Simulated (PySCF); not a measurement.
Here is a computed PBE0-D3(BJ)/def2-SVP geometry (Å):
```
atom  x, y, z in Å
C1    -1.6695    0.5379    0.0277
As2   -0.2285   -0.7104   -0.3471
Al3    2.1211    0.1387    0.3352
H4    -2.6434    0.1429   -0.2871
H5    -1.4550    1.4754   -0.5029
H6    -1.6773    0.7395    1.1074
H7    -0.5088   -1.0462   -1.7944
H8    -0.7805   -1.9810    0.2590
H9     1.7757    0.3092    1.8936
H10    3.0404   -1.0869   -0.1252
H11    2.0638    1.4552   -0.5817
```

Neutral, closed shell.

Question: Which heavy atoms are bonded, and with what formal order?

Answer: C1–As2 1.94 Å (single); As2–Al3 2.59 Å (single). Bonds to hydrogen (Å): C1–H4 1.10; C1–H5 1.10; C1–H6 1.10; As2–H7 1.51; As2–H8 1.51; Al3–H9 1.61; Al3–H10 1.60; Al3–H11 1.61.

Question: Write the SMILES.

Answer: `C[AsH2+][AlH3-]`, CH8AlAs.

Question: Name the point group.

Answer: Cs (every atom within 0.08 Å of its image).

Question: Describe the place of each heavy atom.

Answer: C1: methyl carbon; As2: arsenic bonded to Al, C and 2 H; Al3: aluminium bonded to As and 3 H.

Question: What is the arrangement about As2?

Answer: It has 4 neighbours (C1, Al3, H7, H8) and is distorted tetrahedral (angles from 97.4° to 120.1°).

Question: What is the arrangement about Al3?

Answer: It has 4 neighbours (As2, H9, H10, H11) and has angles from 94.9° to 119.0°.
